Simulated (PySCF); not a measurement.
Sn(H)2(SMe)2 (C₂H₈S₂Sn), SMILES C[S][SnH2][S]C.

Coordinates come from a B3LYP-D3(BJ)/def2-SVP optimisation. The def2 effective core potentials stand for the cores of Sn; spin–orbit coupling is left out. The values are those of a single conformer.

All values below come from PySCF with B3LYP-D3(BJ)/def2-SVP.

Frequencies are harmonic and unscaled.

| mode | ν (cm⁻¹) | IR (km/mol) | moving atoms (share of kinetic energy) |
|---|---|---|---|
| 1 | 43 | 1.8 | C 39 %, S 31 %, H 21 %, Sn 9 % |
| 2 | 65 | 1.6 | C 50 %, H 31 %, S 19 % |
| 3 | 101 | 2.6 | S 39 %, H 38 %, C 14 %, Sn 9 % |
| 4 | 127 | 2.5 | H 64 %, S 26 % |
| 5 | 164 | 0.3 | H 63 %, C 26 % |
| 6 | 168 | 0.2 | H 46 %, C 35 %, S 14 % |
| 7 | 198 | 1.0 | H 40 %, C 32 %, S 15 %, Sn 12 % |
| 8 | 333 | 16.9 | S 67 %, H 17 %, Sn 14 % |
| 9 | 348 | 37.8 | S 72 %, Sn 23 % |
| 10 | 387 | 23.2 | H 72 %, S 19 % |
| 11 | 517 | 7.6 | H 96 % |
| 12 | 611 | 189.7 | H 97 % |
| 13 | 682 | 125.3 | H 96 % |
| 14 | 696 | 3.9 | C 58 %, S 31 %, H 11 % |
| 15 | 698 | 3.1 | C 58 %, S 31 %, H 11 % |
| 16 | 963 | 3.9 | H 84 %, C 14 % |
| 17 | 968 | 3.0 | H 84 %, C 14 % |
| 18 | 969 | 5.8 | H 82 %, C 16 % |
| 19 | 975 | 11.9 | H 82 %, C 16 % |
| 20 | 1332 | 6.6 | H 87 %, C 13 % |
| 21 | 1336 | 9.5 | H 87 %, C 13 % |
| 22 | 1450 | 4.0 | H 95 % |
| 23 | 1450 | 9.6 | H 96 % |
| 24 | 1460 | 6.2 | H 95 % |
| 25 | 1468 | 18.6 | H 95 % |
| 26 | 1865 | 157.1 | H 99 % |
| 27 | 1914 | 158.4 | H 99 % |
| 28 | 3035 | 21.2 | H 98 % |
| 29 | 3043 | 25.0 | H 98 % |
| 30 | 3137 | 6.2 | H 90 %, C 10 % |
| 31 | 3145 | 6.1 | H 90 %, C 10 % |
| 32 | 3147 | 0.8 | H 90 %, C 10 % |
| 33 | 3148 | 1.4 | H 90 %, C 10 % |
